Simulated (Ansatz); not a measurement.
```yaml
crystal:
  periodic: [false, false, false]
  atoms:
    - {symbol: C, position_ang: [-1.142113, 0.974086, -0.078483]}
    - {symbol: C, position_ang: [0.164999, 0.285145, -0.372754]}
    - {symbol: O, position_ang: [0.125970, -0.148235, -1.689291]}
    - {symbol: Si, position_ang: [0.628387, -1.102176, 0.854122]}
    - {symbol: Cl, position_ang: [1.521233, 1.523359, -0.171129]}
    - {symbol: H, position_ang: [-1.148136, 1.384202, 0.931036]}
    - {symbol: H, position_ang: [-1.957185, 0.252992, -0.178237]}
    - {symbol: H, position_ang: [-1.301396, 1.783915, -0.793295]}
    - {symbol: H, position_ang: [0.944516, -0.609966, -1.899263]}
    - {symbol: H, position_ang: [1.886251, -1.719312, 0.358274]}
    - {symbol: H, position_ang: [-0.453580, -2.123432, 0.853143]}
    - {symbol: H, position_ang: [0.807954, -0.555677, 2.219878]}
basis:
  gaussian: {orbitals: cc-pVTZ-PP}
total_charge: 1
magnetization: {spin_polarized: true, initial_magnetization: 1}
hamiltonian: {xc: {name: BLYP}}
output: {forces: true}
```

```sh
$ ansatz run in.yaml --threads 4 --pin off --events-out ev --progress --plain --max-ram 10444MiB
```

Shortened log:

```
Functional definition: BLYP
Error: <dir> the basis set cc-pVTZ-PP has no functions for C
```

Question: Something in this input is off. What?

Answer: The basis set is misnamed or doesn't suit the job. The program refused the input.
